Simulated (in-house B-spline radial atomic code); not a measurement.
**B3LYP (VWN-RPA) excitations of Zr⁴⁺**

Method: B3LYP (VWN-RPA). Computed with a B-spline radial code for spherical atoms: linear response of the closed shell [Ar] 3d10 4s2 4p6 with the functional's adiabatic kernel; non-relativistic, point nucleus, no spin-orbit coupling, no double excitations, S, P, D and F terms only; shells from n = 2 respond. Only terms of natural parity with L up to 3 were computed.

Without relativity these are model numbers for so heavy an element.

Command:
```bash
python run_td.py task.json out
```
Settings (radii: box in bohr, nucleus in fm):
```
Z                        40
electrons                36
configuration            [Ar] 3d10 4s2 4p6
hamiltonian              nr
method                   b3lyp
box_radius               19.1
intervals                55
```

Cost of the run: 1.6 s on 1 thread of Intel(R) Xeon(R) Platinum 8559C (Emerald Rapids), on a shared host.

The lowest states, in the order of their Tamm-Dancoff energies; the method's threshold (minus the highest occupied level) is 74.34 eV. Labels give the largest channel, * marks a mixed state, and oscillator strengths are full-response dipole values. Semilocal kernels can invert the small singlet-triplet splittings of Rydberg terms. Energies in eV:

```csv
state,full response,Tamm-Dancoff,oscillator strength
4p → 4d 3P,29.606,29.681,-
4p → 4d 3F,29.977,30.10,-
4p → 4d 1F,?,?,-
4p → 5s 3P,?,?,-
```

Q: Where does 4p → 5s 3P lie?

A: At 39.40 eV in full response, 39.41 eV in Tamm-Dancoff.

Q: Where does 4p → 4d 1F lie?

A: At 32.29 eV in full response, 32.30 eV in Tamm-Dancoff.

Q: How large is the singlet-triplet splitting of 4p → 4d (F terms) in Tamm-Dancoff?

A: 2.19 eV, from the unrounded values.

Q: What polarisabilities and dispersion coefficient does the method give?

A: Dipole 3.05 bohr³, quadrupole 6.224 bohr⁵, C6 11.03 hartree·bohr⁶ for two such species.
